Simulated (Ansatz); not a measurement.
ClIn, singlet, geometry from GFN2-xTB (such geometries of metal compounds can be far from the true shape) (core potentials on In); B3LYP5/def2-SVP (Ansatz, an electronic-structure program).

Ansatz was given this input:
Ansatz 0.2 input:
```yaml
crystal:
  periodic: [false, false, false]
  atoms:
    - {symbol: In, position_ang: [-0.00000000, -0.00000000, -0.61493004]}
    - {symbol: Cl, position_ang: [0.00000000, 0.00000000, 1.77244540]}
basis:
  gaussian:
    orbitals: def2-SVP
hamiltonian:
  xc: b3lyp5
```

Task: Write the output that Ansatz gives for this input, abridged.

Result: 
```
Functional definition: B3LYP5
497 factors; integrals over basis functions are off by at most 3.2e-4 eV
mean field evaluation 1: about -17691.9578 eV, gradient 1.7e1 eV
mean field evaluation 2: about -17688.8585 eV, gradient 3.6e1 eV
mean field evaluation 4: about -17692.9684 eV, gradient 6.4e-1 eV
mean field evaluation 8: about -17692.9828 eV, gradient 1.7e-2 eV
mean field -17692.98276686 eV, -650.2051239477 hartree, gradient 1.5e-5 eV, S^2 0.000000; 0 other end points of the search recorded, 0 dependent functions left out
reference -17692.98294189 eV, -650.2051303800 hartree; 19, 19 occupied and 25, 25 virtual orbitals, 497 factors
Total energy: -17692.98294189 eV, -650.2051303800 hartree
```
